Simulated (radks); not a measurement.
The table gives one normalised radial function P(r) = r R(r) of Ho23+ in [Kr] 4d8 (r in bohr). Method: non-relativistic Kohn-Sham, TPSS, spin-polarised, spherical densities, point nucleus; open shells are filled with parallel spins first (spin-orbit coupling, left out, can overturn this in heavy ions); meta-GGA in the generalised Kohn-Sham scheme; relativity is left out, which matters for an element this heavy; computed with a radial shooting solver on a logarithmic mesh with Libxc functionals.

r            P
0.0007472   0.0000
0.0009576   0.0000
0.001217    0.0000
0.00156     0.0000
0.001999    0.0001
0.002541    0.0001
0.003256    0.0002
0.004173    0.0005
0.005305    0.0009
0.006798    0.0019
0.008711    0.0038
0.01107     0.0075
0.01419     0.0147
0.01819     0.0283
0.02312     0.0523
0.02963     0.0957
0.03796     0.1686
0.04826     0.2784
0.06185     0.4398
0.07925     0.6410
0.1007      0.8342
0.1291      0.9457
0.1654      0.8436
0.2103      0.4445
0.2695     -0.2552
0.3454     -1.0291
0.4391     -1.5147
0.5626     -1.4942
0.721      -1.0343
0.9166     -0.5029
1.175      -0.1536
1.505      -0.0266

Which n and l does it have? It may be an empty orbital.

Answer. n = 4, l = 2: the number of nodes gives n - l - 1 = 1, the rise at small r (about r^(l+1)) gives l, and the extent must fit the shell. The curve is that of 4d up; the table hardly tells the two spins apart. 4d up: eigenvalue -787.34 eV, 1 radial node at r = 0.248 bohr, <r> = 0.525 bohr, 90 % of the charge inside 0.767 bohr.
